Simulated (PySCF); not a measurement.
Pb₂⁺, CCSD(T): how much the basis matters

PySCF, UHF reference; quartet, unpaired electrons σ ↑, π ↑↑; De to Pb⁺ + Pb without counterpoise correction. Frozen cores follow the default of each basis and core potential.

```csv
basis,relativity,functions,Re (Å),ωe (cm⁻¹),De (eV),frozen orbitals
cc-pVDZ-PP,scalar-relativistic core potentials,46,2.968,115,2.21,8
def2-SVP,scalar-relativistic core potentials,52,2.970,115,2.21,8
aug-cc-pVDZ-PP,scalar-relativistic core potentials,64,2.968,114,2.26,8
```

Problem. How does each smaller set differ from the one with most functions, aug-cc-pVDZ-PP?

Solution. cc-pVDZ-PP: +0.0 pm, +0.9 % in ωe, -0.05 eV in De; def2-SVP: +0.2 pm, +0.9 % in ωe, -0.05 eV in De. All at CCSD(T); the set with most functions is neither the basis-set limit nor always the best.

Correlated steps freeze 8 core orbitals. Correlated levels converge slowly with the basis: in double zeta they bind strong bonds too weakly, by up to about 1 eV, and carry superposition errors of some tenths. These are scalar-relativistic numbers at best; spin–orbit coupling would shift them, the dissociation energy most. The state is the lowest determinant that a PBE0 search found; another state may lie lower at other levels.
